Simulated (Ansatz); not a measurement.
Cost and result for the atomization energy of CH2B2F2 (`FB1CB1F`) (7 atoms, 7 bonds).

The species carries charge 0 and has multiplicity 1. Geometry: relaxed with PBE0-D4/def2-TZVP. Program: Ansatz. All runs use 2 threads of an Arm Neoverse N1 on a shared host. Times are those of one run each, without the atoms' runs, and a repeat can differ threefold. Electronic energies, without spin–orbit coupling; frozen cores. CCSD(T)/CBS adds CCSD(T) − MP2 in def2-TZVPP to the MP2 limit, and its time is that of the two runs behind it. T1 = 0.014. B3LYP takes the VWN-RPA correlation (the form of Gaussian; ORCA's B3LYP/G). HSE06 is the plane-wave form, built on full-range PBE exchange.

CCSD(T)/CBS is a level of theory with its own doubt, some kJ/mol a heavy atom from the limit and from the frozen cores, so smaller differences don't rank the functionals.

| level | functions | wall time |
| --- | --- | --- |
| LDA (SPW92)/def2-TZVPP | 183 | 1.9 s |
| revPBE-D4/def2-TZVPP | 183 | 3.1 s |
| PBE-D4/def2-TZVPP (with forces) | 183 | 3.8 s |
| HSE06-D4/def2-TZVPP | 183 | 4.5 s |
| B3LYP-D4/def2-TZVPP (with forces) | 183 | 5.5 s |
| CCSD(T)/def2-SVP | 80 | 6 s |
| B2PLYP/def2-TZVPP | 183 | 8 s |
| ωB97X-V/def2-TZVPP | 183 | 12 s |
| B97M-V/def2-TZVPP | 183 | 12 s |
| ωB97M-V/def2-TZVPP (with forces) | 183 | 17 s |
| MP2/def2-QZVPP | 345 | 27 s |
| CCSD(T)/def2-TZVPP | 183 | 110 s |
| CCSD(T)/CBS(def2) | – | 2.3 min |

(1) What atomization energy does each give, and how far from CCSD(T)/CBS? (Estimate.)

Results:

(1) Ansatz gave: 
```tsv
level	atomization (kcal/mol)	difference from CCSD(T)/CBS	per bond
LDA (SPW92)/def2-TZVPP	832.4	129.3	18.5
revPBE-D4/def2-TZVPP	712.8	9.7	1.4
PBE-D4/def2-TZVPP (with forces)	737.7	34.6	4.9
HSE06-D4/def2-TZVPP	718.7	15.6	2.2
B3LYP-D4/def2-TZVPP (with forces)	708.6	5.5	0.8
CCSD(T)/def2-SVP	677.1	-26.0	-3.7
B2PLYP/def2-TZVPP	704.4	1.3	0.2
ωB97X-V/def2-TZVPP	708.6	5.5	0.8
B97M-V/def2-TZVPP	718.7	15.6	2.2
ωB97M-V/def2-TZVPP (with forces)	713.3	10.2	1.5
MP2/def2-QZVPP	726.0	22.9	3.3
CCSD(T)/def2-TZVPP	686.1	-17.0	-2.4
CCSD(T)/CBS(def2)	703.1	0.0	0.0
```

At CCSD(T), def2-SVP lies −26.0 kcal/mol from the extrapolated value and def2-TZVPP −17.0 kcal/mol: correlation converges slowly with the basis, and small sets miss more of it in the bonded molecule than in its fragments. From r2SCAN to r2SCAN0 (25 % exact exchange), in def2-TZVPP and without D4, the atomization energy moves by −16.6 kcal/mol: exact exchange takes away binding that semilocal exchange gives to molecules. Leaving LDA and LC-ωPBE aside and taking each functional with its dispersion term where it has one, the values, not all of them listed here, spread over 55.7 kcal/mol, from BHLYP-D4 to PBE-D4. LDA lies +97.1 kcal/mol from PBE without D4, its usual overbinding.
